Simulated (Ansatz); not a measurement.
`[OH][Ti]([OH])([SH])[SH]` and `[OH][Ti]([SH])([SH])[SH]` differ in one atom or group.

Ansatz, PBE0-D4/def2-TZVP geometries, multiplicity 1. Each molecule was computed in one conformer, which needn't be the lowest.

Scalar relativity is left out up to krypton.

```
                                      property  `[OH][Ti]([OH])([SH])[SH]`
         HOMO–LUMO gap (B3LYP/def2-TZVPP) / eV                        4.54
         HOMO energy (ωB97M-V/def2-TZVPP) / eV                       -9.30
            HOMO energy (PBE0/def2-TZVPP) / eV                       -7.21
size of the dipole moment (PBE/def2-TZVPP) / D                        3.14
             LUMO energy (PBE/def2-TZVPP) / eV                       -3.12
             HOMO energy (PBE/def2-TZVPP) / eV                       -6.03
```

Give the same properties after the change, and the shifts. (Estimate.)

Computed: 
```
                                      property  `[OH][Ti]([SH])([SH])[SH]`  shift
         HOMO–LUMO gap (B3LYP/def2-TZVPP) / eV                        4.40  -0.14
         HOMO energy (ωB97M-V/def2-TZVPP) / eV                       -9.63  -0.33
            HOMO energy (PBE0/def2-TZVPP) / eV                       -7.55  -0.34
size of the dipole moment (PBE/def2-TZVPP) / D                        1.35  -1.79
             LUMO energy (PBE/def2-TZVPP) / eV                       -3.58  -0.46
             HOMO energy (PBE/def2-TZVPP) / eV                       -6.39  -0.36
```

With PBE0 the HOMO falls by 0.34 eV and the LUMO falls by 0.50 eV, so the gap narrows by about 0.16 eV. PBE moves the HOMO by -0.36 eV and ωB97M-V by -0.33 eV. Dipoles are sizes alone; their direction can turn.

B3LYP here is the variant with VWN-RPA as its local correlation; programs differ in this.
